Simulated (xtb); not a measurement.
Si(F)(OH)(SeH)2 (FH₃OSe₂Si), SMILES O[Si](F)([SeH])[SeH]. All values are semi-empirical tight-binding results from xtb (GFN2-xTB unless named), good for trends rather than for accurate numbers. Coordinates come from a GFN2-xTB optimisation. Other conformers were not sampled.

Question: Estimate the properties. (The exact figures need the calculation; the answer reports its results.)

Answer: 
```json
{
  "orbital_gap": "4.12 eV",
  "zero_point_energy": "19.5 kcal/mol",
  "G − E(el) at 298.15 K (modified RRHO)": "-3.2 kcal/mol",
  "static polarisability (D4 model)": "93.6 bohr³",
  "solvation energy, GFN2-xTB/ALPB(water)": "-7.3 kcal/mol",
  "solvation energy, GFN2-xTB/ALPB(chcl3)": "-5.0 kcal/mol"
}
```
